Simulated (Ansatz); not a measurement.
# Nudged elastic band run: ClF$_{4}$H$_{4}$SiTa

The input (input.yaml):

```yaml
crystal:
  periodic: [false, false, false]
  atoms:
    - { symbol: Ta, position_ang: [-0.034895, -0.329157, 0.039203] }
    - { symbol: F, position_ang: [1.753501, -0.933114, 0.159905] }
    - { symbol: Cl, position_ang: [-0.233592, -0.644316, 2.357307] }
    - { symbol: F, position_ang: [0.481317, 0.521635, -1.572584] }
    - { symbol: F, position_ang: [-1.36429, 1.011378, 0.178409] }
    - { symbol: F, position_ang: [-0.949162, -1.808343, -0.62054] }
    - { symbol: Si, position_ang: [1.376405, 2.697858, 1.563355] }
    - { symbol: H, position_ang: [1.764408, 2.231468, 2.930934] }
    - { symbol: H, position_ang: [2.451236, 3.529121, 0.930937] }
    - { symbol: H, position_ang: [0.055206, 3.398689, 1.559748] }
    - { symbol: H, position_ang: [1.251266, 1.463681, 0.684124] }
basis:
  gaussian: { orbitals: def2-SVP }
hamiltonian:
  xc: pbe
neb:
  order_check: false
  images: 4
  f_tol: 0.03
  max_iterations: 60
  climbing: false
  final_atoms:
    - { symbol: Ta, position_ang: [-0.33925735, 0.17410387, 0.32832973] }
    - { symbol: F, position_ang: [1.96358833, -0.02139113, 0.03656127] }
    - { symbol: Cl, position_ang: [-0.06341499, -0.72101898, 2.47503583] }
    - { symbol: F, position_ang: [-0.22064214, 1.24268755, -1.23338363] }
    - { symbol: F, position_ang: [-2.14226077, 0.57865902, 0.5731879] }
    - { symbol: F, position_ang: [0.01162349, -1.44485405, -0.57968179] }
    - { symbol: Si, position_ang: [0.94477129, 2.32818671, 1.40161112] }
    - { symbol: H, position_ang: [0.87088346, 2.56533812, 2.88511959] }
    - { symbol: H, position_ang: [2.45040181, 2.01327267, 1.18161351] }
    - { symbol: H, position_ang: [0.77859549, 3.6288315, 0.6598994] }
    - { symbol: H, position_ang: [2.29711137, 0.7950847, 0.48250507] }
  initial_path:
    images:
      - { positions_ang: [[-0.034895, -0.329157, 0.039203], [1.753501, -0.933114, 0.159905], [-0.233592, -0.644316, 2.357307], [0.481317, 0.521635, -1.572584], [-1.36429, 1.011378, 0.178409], [-0.949162, -1.808343, -0.62054], [1.376405, 2.697858, 1.563355], [1.764408, 2.231468, 2.930934], [2.451236, 3.529121, 0.930937], [0.055206, 3.398689, 1.559748], [1.251266, 1.463681, 0.684124]] }
      - { positions_ang: [[-0.02175098, -0.19112277, 0.01569918], [1.96316756, -0.56356073, 0.09888527], [-0.15276559, -0.39241874, 2.39441582], [0.29719366, 0.32888567, -1.72325912], [-1.19805868, 1.28592599, 0.10300948], [-0.96353969, -1.74284324, -0.3930457], [1.18808462, 2.50749926, 1.56127497], [1.57984397, 2.03699235, 2.91040368], [2.29054702, 3.2578147, 0.92019516], [-0.03552099, 3.31824876, 1.61471344], [1.6041991, 1.29347875, 0.70850582]] }
      - { positions_ang: [[-0.00860695, -0.05308854, -0.00780464], [2.17283412, -0.19400746, 0.03786554], [-0.07193918, -0.14052149, 2.43152464], [0.11307033, 0.13613635, -1.87393424], [-1.03182736, 1.56047397, 0.02760997], [-0.97791737, -1.67734348, -0.16555141], [0.99976424, 2.31714051, 1.55919493], [1.39527993, 1.84251671, 2.88987336], [2.12985804, 2.9865084, 0.90945333], [-0.12624799, 3.23780852, 1.66967888], [1.95713219, 1.12327651, 0.73288764]] }
      - { positions_ang: [[-0.06947942, 0.04756363, 0.05002071], [2.21485158, -0.01166288, 0.0131968], [-0.03790378, -0.15586209, 2.4550704], [-0.0273215, 0.28034686, -1.80609417], [-1.18742151, 1.47393018, 0.10656575], [-0.78576027, -1.60464569, -0.15737976], [0.9134375, 2.24320626, 1.52684616], [1.21657502, 1.90929073, 2.88071048], [2.1296912, 2.68333874, 0.95958863], [0.01842991, 3.28383702, 1.48970915], [2.16630127, 0.98955725, 0.69256385]] }
      - { positions_ang: [[-0.20436838, 0.11083375, 0.18917522], [2.08921996, -0.01652701, 0.02487903], [-0.05065938, -0.43844054, 2.46505312], [-0.12398182, 0.7615172, -1.5197389], [-1.66484114, 1.0262946, 0.33987682], [-0.38706839, -1.52474987, -0.36853077], [0.9291044, 2.28569649, 1.46422864], [1.04372924, 2.23731443, 2.88291504], [2.2900465, 2.3483057, 1.07060107], [0.3985127, 3.45633426, 1.07480428], [2.23170632, 0.89232097, 0.58753446]] }
      - { positions_ang: [[-0.33925735, 0.17410387, 0.32832973], [1.96358833, -0.02139113, 0.03656127], [-0.06341499, -0.72101898, 2.47503583], [-0.22064214, 1.24268755, -1.23338363], [-2.14226077, 0.57865902, 0.5731879], [0.01162349, -1.44485405, -0.57968179], [0.94477129, 2.32818671, 1.40161112], [0.87088346, 2.56533812, 2.88511959], [2.45040181, 2.01327267, 1.18161351], [0.77859549, 3.6288315, 0.6598994], [2.29711137, 0.7950847, 0.48250507]] }
```

Command:

```bash
$ ansatz run input.yaml --threads 4 --pin off --max-ram 5120MiB --backend cpu --events-out ev --progress --plain --runs-dir out
```

Output, in part (warnings, iteration lines, the closing report on the highest movable image, with atoms numbered from 0):

```
NEB end point (image 0): max|allowed force component| = 1.282e-2 eV/Å (the criterion of neb.relax_end_points is 1.000e-2)
NEB end point (image 5): max|allowed force component| = 1.953e-2 eV/Å (the criterion of neb.relax_end_points is 1.000e-2)
NEB iter   1: max|band force component| = 6.826e0 eV/Å  barrier→ = 4.5289 eV  barrier← = 3.0204 eV  Δτ_max = 0.2000 Å  (210 SCF iters)
NEB iter   2: max|band force component| = 2.432e0 eV/Å  barrier→ = 3.3929 eV  barrier← = 1.8844 eV  Δτ_max = 0.1996 Å  (169 SCF iters)
NEB iter   3: max|band force component| = 1.631e0 eV/Å  barrier→ = 2.7196 eV  barrier← = 1.2111 eV  Δτ_max = 0.2000 Å  (148 SCF iters)
NEB iter   4: max|band force component| = 1.190e0 eV/Å  barrier→ = 2.4224 eV  barrier← = 0.9140 eV  Δτ_max = 0.1958 Å  (148 SCF iters)
NEB iter   5: max|band force component| = 8.129e-1 eV/Å  barrier→ = 2.1265 eV  barrier← = 0.6180 eV  Δτ_max = 0.1917 Å  (150 SCF iters)
NEB iter   6: max|band force component| = 1.107e0 eV/Å  barrier→ = 1.9833 eV  barrier← = 0.4749 eV  Δτ_max = 0.1013 Å  (151 SCF iters)
NEB iter   7: max|band force component| = 2.992e-1 eV/Å  barrier→ = 1.8818 eV  barrier← = 0.3733 eV  Δτ_max = 0.2000 Å  (147 SCF iters)
NEB iter   8: max|band force component| = 6.662e-1 eV/Å  barrier→ = 1.7748 eV  barrier← = 0.2664 eV  Δτ_max = 0.1011 Å  (142 SCF iters)
NEB iter   9: max|band force component| = 2.820e-1 eV/Å  barrier→ = 1.6949 eV  barrier← = 0.1865 eV  Δτ_max = 0.2000 Å  (147 SCF iters)
NEB iter  10: max|band force component| = 2.482e-1 eV/Å  barrier→ = 1.6606 eV  barrier← = 0.1521 eV  Δτ_max = 0.1188 Å  (143 SCF iters)
NEB iter  11: max|band force component| = 3.362e-1 eV/Å  barrier→ = 1.6579 eV  barrier← = 0.1495 eV  Δτ_max = 0.0605 Å  (132 SCF iters)
NEB iter  12: max|band force component| = 2.238e-1 eV/Å  barrier→ = 1.6512 eV  barrier← = 0.1427 eV  Δτ_max = 0.0597 Å  (128 SCF iters)
NEB iter  13: max|band force component| = 1.175e-1 eV/Å  barrier→ = 1.6435 eV  barrier← = 0.1351 eV  Δτ_max = 0.0579 Å  (129 SCF iters)
NEB iter  14: max|band force component| = 6.048e-2 eV/Å  barrier→ = 1.6402 eV  barrier← = 0.1317 eV  Δτ_max = 0.0470 Å  (130 SCF iters)
NEB iter  15: max|band force component| = 6.173e-2 eV/Å  barrier→ = 1.6377 eV  barrier← = 0.1293 eV  Δτ_max = 0.0236 Å  (129 SCF iters)
NEB iter  16: max|band force component| = 6.471e-2 eV/Å  barrier→ = 1.6353 eV  barrier← = 0.1269 eV  Δτ_max = 0.0118 Å  (129 SCF iters)
NEB iter  17: max|band force component| = 3.731e-2 eV/Å  barrier→ = 1.6360 eV  barrier← = 0.1275 eV  Δτ_max = 0.0236 Å  (132 SCF iters)
NEB iter  18: max|band force component| = 3.300e-2 eV/Å  barrier→ = 1.6352 eV  barrier← = 0.1268 eV  Δτ_max = 0.0236 Å  (130 SCF iters)
NEB iter  19: max|band force component| = 2.735e-2 eV/Å  barrier→ = 1.6351 eV  barrier← = 0.1266 eV  Δτ_max = 0.0000 Å  (262 SCF iters)
Total energy: -32858.18183027 eV, -1207.5159101868 hartree
Atom 0 at    -0.320585     0.205888     0.286383 Å, force    -0.046547     0.024489     0.022297 eV/Å
Atom 1 at     2.066166    -0.089055     0.211874 Å, force     0.032953     0.058832     0.018438 eV/Å
Atom 2 at    -0.912275    -0.190215     2.519107 Å, force    -0.009804    -0.050894     0.009317 eV/Å
Atom 3 at     0.248397     1.072707    -1.307531 Å, force    -0.019895     0.004437     0.005908 eV/Å
Atom 4 at    -2.057050     0.765144    -0.108353 Å, force    -0.050195     0.010376     0.032180 eV/Å
Atom 5 at     0.069688    -1.602950    -0.077944 Å, force     0.050678     0.051132    -0.014653 eV/Å
Atom 6 at     1.030630     2.221451     1.480483 Å, force    -0.063211    -0.026684    -0.019210 eV/Å
Atom 7 at     1.608144     1.909162     2.832904 Å, force    -0.046345     0.025437     0.002434 eV/Å
Atom 8 at     2.268418     2.498459     0.603190 Å, force    -0.033919    -0.108732     0.009430 eV/Å
Atom 9 at     0.237838     3.499332     1.520820 Å, force     0.042123     0.063897    -0.020211 eV/Å
Atom 10 at     2.312030     0.848977     0.249866 Å, force     0.144162    -0.052291    -0.045931 eV/Å
Dipole moment:     0.292340     0.193671     0.028477 e Å
```

It converged. Neighbouring images differ by up to 1.4 eV, so the band resolves the path poorly. No image climbed, so the highest image needn't sit at the top of the path. The orbitals stay closed-shell, which can raise the energy where a bond breaks towards radicals; this wasn't checked here.

Final band (atoms are numbered from 1 in the order of the input):

```json
{"image": "0", "path coordinate (Å)": "0.00", "energy (eV)": "0.00", "Si7–H11 (Å)": "1.52", "Ta1–Si7 (Å)": "3.67", "F2–H11 (Å)": "2.50"}
{"image": "1", "path coordinate (Å)": "1.12", "energy (eV)": "0.18", "Si7–H11 (Å)": "1.51", "Ta1–Si7 (Å)": "3.45", "F2–H11 (Å)": "2.17"}
{"image": "2", "path coordinate (Å)": "2.23", "energy (eV)": "1.58", "Si7–H11 (Å)": "1.61", "Ta1–Si7 (Å)": "2.96", "F2–H11 (Å)": "1.54"}
{"image": "3", "path coordinate (Å)": "3.35", "energy (eV)": "1.64", "Si7–H11 (Å)": "2.25", "Ta1–Si7 (Å)": "2.70", "F2–H11 (Å)": "0.97"}
{"image": "4", "path coordinate (Å)": "4.46", "energy (eV)": "1.54", "Si7–H11 (Å)": "2.25", "Ta1–Si7 (Å)": "2.72", "F2–H11 (Å)": "0.98"}
{"image": "5", "path coordinate (Å)": "5.58", "energy (eV)": "1.51", "Si7–H11 (Å)": "2.24", "Ta1–Si7 (Å)": "2.73", "F2–H11 (Å)": "0.99"}
```

Time of the run: 2.9 min on 4 threads of Arm Neoverse V2, on a shared host, peak memory 0.22 GiB.
